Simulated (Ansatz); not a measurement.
Geometry optimisation, RKS PBE-D4/def2-SVP (Ansatz 0.2.0).

The input (input.yaml):

```yaml
crystal:
  periodic: [false, false, false]
  atoms:
    - { symbol: Sn, position_ang: [0.0, 0.0, 0.0] }
    - { symbol: C, position_ang: [0.0, 0.0, 2.15] }
    - { symbol: H, position_ang: [-0.9996, -0.3092, 2.5205] }
    - { symbol: H, position_ang: [0.7676, -0.7111, 2.5205] }
    - { symbol: H, position_ang: [0.232, 1.0203, 2.5205] }
    - { symbol: H, position_ang: [1.6408, 0.0, -0.5794] }
    - { symbol: C, position_ang: [-1.0126, 1.7544, -0.716] }
    - { symbol: H, position_ang: [-2.0653, 1.5008, -0.9603] }
    - { symbol: H, position_ang: [-0.9943, 2.5391, 0.069] }
    - { symbol: H, position_ang: [-0.5023, 2.131, -1.6269] }
    - { symbol: H, position_ang: [-0.8195, -1.4198, -0.5794] }
basis:
  gaussian: { orbitals: def2-SVP }
hamiltonian:
  xc: pbe
  dispersion: d4
relax:
  f_tol: 0.02
  max_steps: 40
output:
  orbitals: {}
```

Command:

```bash
$ ansatz run input.yaml --threads 2 --pin off --max-ram 3072MiB --backend cpu --events-out ev --progress --plain --runs-dir out
```

Problem. Where does it end, and by what steps?

Solution. It converged. The force dipped under the threshold on the way, but the program's further checks kept it going. After 12 steps the energy has fallen by 0.033 eV; H10 moved furthest, 0.59 Å.

```csv
step,energy less start (eV),largest force component (eV/Å),accepted
0,0.0000,0.267,yes
1,-0.0125,0.097,yes
2,-0.0183,0.038,yes
3,-0.0239,0.023,yes
4,-0.0017,0.719,no
5,-0.0273,0.035,yes
6,-0.0293,0.170,yes
7,-0.0309,0.107,yes
8,-0.0309,0.131,yes
9,-0.0326,0.003,yes
10,-0.0328,0.016,yes
11,-0.0329,0.035,yes
12,-0.0330,0.018,yes
```

```xyz
11
Properties=species:S:1:pos:R:3
Sn 0.091 0.054 0.002
C -0.059 -0.054 2.167
H -1.119 -0.165 2.466
H 0.515 -0.921 2.548
H 0.347 0.872 2.618
H 1.757 0.217 -0.459
C -1.040 1.755 -0.736
H -2.108 1.643 -0.465
H -0.651 2.690 -0.287
H -0.955 1.823 -1.838
H -0.532 -1.408 -0.697
```

Whether the end is a true minimum wasn't checked by a vibrational analysis.

Run time: 20 s on 2 threads of Arm Neoverse V1, on a shared host, peak memory 0.13 GiB.
